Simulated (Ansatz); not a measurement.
Geometry optimisation, Ansatz 0.2.0, RKS PBE/def2-SVP.

The input (input.yaml):

```yaml
crystal:
  periodic: [false, false, false]
  atoms:
    - { symbol: "N", position_ang: [-1.3348, -1.1579, -0.0395] }
    - { symbol: B, position_ang: [-0.1926, -0.1674, 0.0057] }
    - { symbol: B, position_ang: [0.3561, 0.5164, -1.4115] }
    - { symbol: Te, position_ang: [-0.5002, 0.0921, -3.3462] }
    - { symbol: C, position_ang: [0.5562, 0.1315, 1.3683] }
    - { symbol: O, position_ang: [0.4516, 1.5191, 1.6767] }
    - { symbol: H, position_ang: [-1.44897, -1.35762, -1.10485] }
    - { symbol: H, position_ang: [-1.01393, -2.03191, 0.35285] }
    - { symbol: H, position_ang: [1.3337, 1.245, -1.3185] }
    - { symbol: H, position_ang: [0.462, -1.296, -3.5244] }
    - { symbol: H, position_ang: [1.6133, -0.1507, 1.3094] }
    - { symbol: H, position_ang: [0.1129, -0.4481, 2.2212] }
    - { symbol: H, position_ang: [0.8949, 1.6663, 2.5134] }
basis:
  gaussian: { orbitals: def2-SVP }
hamiltonian:
  xc: pbe
relax:
  f_tol: 0.015
  max_steps: 40
output:
  orbitals: {}
```

Run as:

```bash
$ ansatz run input.yaml --threads 2 --pin off --max-ram 3072MiB --backend cpu --events-out ev --progress --plain --runs-dir out
```

**Question.** Where does it end, and by what steps?

**Answer.** It converged. The force dipped under the threshold on the way, but the program's further checks kept it going. After 28 steps the energy has fallen by 1.896 eV; H9 moved furthest, 2.00 Å.

| step | energy less start (eV) | largest force component (eV/Å) | accepted |
| --- | --- | --- | --- |
| 0 | 0.0000 | 2.857 | yes |
| 1 | -0.5524 | 2.434 | yes |
| 2 | -0.7670 | 2.804 | yes |
| 3 | -0.9778 | 1.702 | yes |
| 4 | -1.2163 | 0.691 | yes |
| 5 | -1.4184 | 0.844 | yes |
| 6 | -1.6052 | 1.018 | yes |
| 7 | -1.7416 | 0.465 | yes |
| 8 | -1.7760 | 0.427 | yes |
| 9 | -1.7896 | 0.188 | yes |
| 10 | -1.8019 | 0.145 | yes |
| 11 | -1.8120 | 0.242 | yes |
| 12 | -1.8210 | 0.432 | yes |
| 13 | -1.8309 | 0.449 | yes |
| 14 | -1.8435 | 0.325 | yes |
| 15 | -1.8558 | 0.234 | yes |
| 16 | -1.8624 | 0.299 | yes |
| 17 | -1.8717 | 0.368 | yes |
| 18 | -1.8465 | 0.611 | no |
| 19 | -1.8824 | 0.173 | yes |
| 20 | -1.8879 | 0.150 | yes |
| 21 | -1.8900 | 0.179 | yes |
| 22 | -1.8934 | 0.116 | yes |
| 23 | -1.8949 | 0.054 | yes |
| 24 | -1.8950 | 0.026 | yes |
| 25 | -1.8953 | 0.017 | yes |
| 26 | -1.8953 | 0.021 | no |
| 27 | -1.8954 | 0.008 | yes |
| 28 | -1.8955 | 0.013 | yes |

```xyz
13
Properties=species:S:1:pos:R:3
N -1.410 -1.211 -0.074
B -0.421 -0.213 -0.072
B -0.115 0.841 -1.362
Te 1.086 0.311 -3.048
C 0.553 -0.055 1.186
O 1.116 1.257 1.188
H -2.025 -1.392 -0.867
H -1.590 -1.828 0.721
H -0.521 1.984 -1.472
H 1.420 -1.276 -2.576
H 1.341 -0.847 1.072
H 0.030 -0.291 2.150
H 1.825 1.281 1.856
```

Time of the run: 66 s on 2 threads of Intel(R) Xeon(R) Platinum 8488C (Sapphire Rapids) (shared host), peak memory 0.2 GiB.
